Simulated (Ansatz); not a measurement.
The cluster In3P2Cl3. Charge 0, multiplicity 1. Geometry PBE-D4/def2-SVP, basis def2-TZVP, Ansatz.

```xyz
8

In   -0.688    0.176   -2.374
In    0.469   -0.531    1.340
In   -0.272    3.020    0.581
P    -0.158   -2.735   -1.798
P     0.459   -3.097    0.026
Cl    1.447    0.988   -0.751
Cl   -1.811    0.509    0.169
Cl    0.554    1.669    2.807
```

```
run  HOMO (eV)  LUMO (eV)
  A      -5.50      -3.79
  B      -5.36      -3.62
  C      -7.19      -2.26
  D      -5.69      -3.80
  E      -6.21      -3.09
```

In the def2 sets In takes a core potential; there is no spin–orbit coupling. The structure comes from a short search, and lower isomers may exist.

Q: The runs used BLYP, CAM-B3LYP, PBE, PBE0, r2SCAN. Estimate which is which.

A: A PBE (0 % exact exchange); B BLYP (0 % exact exchange); C CAM-B3LYP (range-separated); D r2SCAN (0 % exact exchange); E PBE0 (25 % exact exchange). Exact exchange lowers occupied and raises empty levels; among semilocal functionals meta-GGAs tend to open the gap a little, and such runs are hard to tell apart. The gap grows from 1.71 eV (PBE) to 4.93 eV (CAM-B3LYP). The restricted singlet is unstable towards broken spin symmetry in Hartree–Fock (as tested in another run); at BLYP-D4/def2-TZVP, CAM-B3LYP-D4/def2-TZVP, r2SCAN-D4/def2-TZVP, PBE0-D4/def2-TZVP this wasn't settled.
